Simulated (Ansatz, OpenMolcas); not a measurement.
## SnGeH6 (SMILES [GeH3][SnH3]): methods side by side

The species is SnGeH6 (8 atoms), meant as a singlet with charge 0. As SMILES, `[GeH3][SnH3]`. Geometry: relaxed at PBE0-D4/def2-TZVP.

```xyz
8

Ge   -0.7541    0.2858   -1.0413
Sn    0.7515   -0.2903    0.9923
H    -1.8308    1.3073   -0.6395
H    -1.4534   -0.9786   -1.5670
H     0.0875    0.8865   -2.1793
H    -0.1876   -0.9328    2.2652
H     1.9310   -1.4442    0.5538
H     1.5479    1.1091    1.5601
```

Quantity: the vertical energy of the triplet above the singlet, in eV. The values are calculated.

```
                             level                    kind     program  value (eV)  CPU time (all runs)
    BLYP/def2-SVP (core potential)                     GGA  OpenMolcas        5.68                 53 s
  revPBE/def2-SVP (core potential)                     GGA      Ansatz        5.73                 21 s
   BHLYP/def2-SVP (core potential)           global hybrid      Ansatz        6.23                 35 s
 r2SCAN0/def2-SVP (core potential)         hybrid meta-GGA      Ansatz        6.03                 70 s
   wB97X/def2-SVP (core potential)  range-separated hybrid      Ansatz        6.33              2.3 min
PBE-QIDH/def2-SVP (core potential)           double hybrid      Ansatz        6.34                 45 s
RPA@PBE0/def2-SVP (core potential)                     RPA      Ansatz        6.32                 42 s
     MP2/def2-SVP (core potential)     perturbation theory      Ansatz        6.48                 23 s
```

Spin-orbit coupling is left out. The values span 5.68 to 6.48 eV. A triplet this far above the singlet is often a Rydberg-like or dissociative state; sets without diffuse functions put Rydberg states too high. In the correlated wave-function rows the outer d shell of Ge, Sn is correlated, in sets not made for it. CPU times are rough (shared hosts, several kinds of processor and program).
